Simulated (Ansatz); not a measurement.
Input file for Ansatz (a first-principles code): R-BLYP/def2-TZVPP on C2H6Si (SMILES C=C[SiH3]), a point of a torsion scan.

Ansatz 0.2 input:
```yaml
crystal:
  periodic: [false, false, false]
  atoms:
    - {symbol: C, position_ang: [1.52943620, -0.08424062, -0.28367669]}
    - {symbol: C, position_ang: [0.49975204, 0.05416542, 0.53628375]}
    - {symbol: Si, position_ang: [-1.30810992, 0.04850654, 0.01622686]}
    - {symbol: H, position_ang: [1.39332761, -0.21461382, -1.34563808]}
    - {symbol: H, position_ang: [2.55463970, -0.07510221, 0.05684359]}
    - {symbol: H, position_ang: [0.70421525, 0.18093072, 1.59394501]}
    - {symbol: H, position_ang: [-1.40564070, -0.13205058, -1.43246666]}
    - {symbol: H, position_ang: [-1.91824086, 1.32341555, 0.40563511]}
    - {symbol: H, position_ang: [-1.99707040, -1.04646781, 0.70592322]}
basis:
  gaussian:
    orbitals: def2-TZVPP
hamiltonian:
  xc: {name: BLYP}
scf: {lower_state_search: off}
```

The log:

```
WARN ansatz: RAYON_NUM_THREADS=1 ignored (pool sized by the plan → 1); use --threads N
Functional definition: BLYP
these checks for a lower state are left out or cut short: stability, starts, cluster_reference, orbital_swaps, neighbouring_geometries, increment
integrals: 0.08 GiB planned
1002 factors; their error is unknown
mean field: 0.68 GiB planned
mean field evaluation 1: about -10038.5101 eV, gradient 6.3e1 eV
mean field evaluation 2: about -10018.6275 eV, gradient 1.0e2 eV
mean field evaluation 4: about -10048.3265 eV, gradient 4.2e0 eV
mean field evaluation 8: about -10048.3805 eV, gradient 1.4e-1 eV
mean field evaluation 16: about -10048.3510 eV, gradient 1.9e-4 eV
mean field -10048.35102857 eV, -369.2700892831 hartree, gradient 5.7e-6 eV, S^2 0.000000; 0 other end points of the search recorded, 0 dependent functions left out
reference -10048.35138228 eV, -369.2701022817 hartree; 16, 16 occupied and 172, 172 virtual orbitals, 1002 factors
Total energy: -10048.35138228 eV, -369.2701022817 hartree
Checks for a lower state left out: stability, starts, cluster_reference, orbital_swaps, neighbouring_geometries, increment
```

The calculation finished and met its thresholds.

Cost: about 1.8 core-seconds (a rough figure).
